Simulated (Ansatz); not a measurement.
Ansatz (an electronic-structure program) input (PBE/LANL2DZ): The .json file is the Basis Set Exchange's LANL2DZ.

Ansatz 0.2 input:
```yaml
crystal:
  periodic: [false, false, false]
  atoms:
    - {symbol: Y, position_ang: [0.14007000, -0.12057200, 0.27420500]}
    - {symbol: O, position_ang: [1.30600400, -0.13776500, -1.18696100]}
    - {symbol: F, position_ang: [-1.76786100, 0.64493800, -0.13314700]}
basis:
  gaussian:
    orbitals: LANL2DZ.json
hamiltonian:
  xc: {name: PBE}
total_charge: -1
magnetization: {spin_polarized: true, initial_magnetization: 1}
output: {forces: true}
```

Output:

```
Functional definition: PBE
integrals: 0.01 GiB planned
500 factors; integrals over basis functions are off by at most 1.1e-4 eV
mean field: 0.12 GiB planned
mean field evaluation 1: about -5790.5764 eV, gradient 3.8e1 eV
mean field evaluation 2: about -5574.5929 eV, gradient 1.2e2 eV
mean field evaluation 4: about -5789.0250 eV, gradient 3.9e1 eV
mean field evaluation 8: about -5796.3000 eV, gradient 1.4e-1 eV
mean field evaluation 16: about -5794.7601 eV, gradient 2.3e0 eV
mean field -5796.30010624 eV, -213.0101000309 hartree, gradient 1.5e-5 eV, S^2 0.751863; 0 other end points of the search recorded, 0 dependent functions left out
the calculation of the forces begins
reference -5796.30015843 eV, -213.0101019490 hartree; 15, 14 occupied and 25, 26 virtual orbitals, 500 factors
Total energy: -5796.30015843 eV, -213.0101019490 hartree
Atom 0 at     0.140070    -0.120572     0.274205 Å, force    -0.560004    -0.066150     0.984189 eV/Å
Atom 1 at     1.306004    -0.137765    -1.186961 Å, force     0.620037     0.022640    -0.897660 eV/Å
Atom 2 at    -1.767861     0.644938    -0.133147 Å, force    -0.060032     0.043509    -0.086529 eV/Å
Dipole moment:    -0.246534    -0.022305     0.407406 e Å
```

The dipole moment of an ion depends on the origin.

The geometry given is a B3LYP-D3(BJ)/def2-TZVP minimum.
